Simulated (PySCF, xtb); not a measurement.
BeH4Si, SMILES [SiH3][BeH].

Harmonic wavenumbers (cm⁻¹) from xtb with GFN2-xTB at its own minimum, in rising order: 100, 106, 420, 421, 525, 851, 875, 875, 1997, 2110, 2116, 2139.

Q: What does B3LYP-D3(BJ)/def2-TZVP in PySCF give at its own minimum? (Estimate from the structure and the level; the computed values follow.)

A: 363, 363, 571, 582, 582, 887, 950, 950, 2135, 2187, 2188, 2188. Paired by order, the mean absolute difference is 118 cm⁻¹ and the zero-point energies are 17.9 and 19.9 kcal/mol.
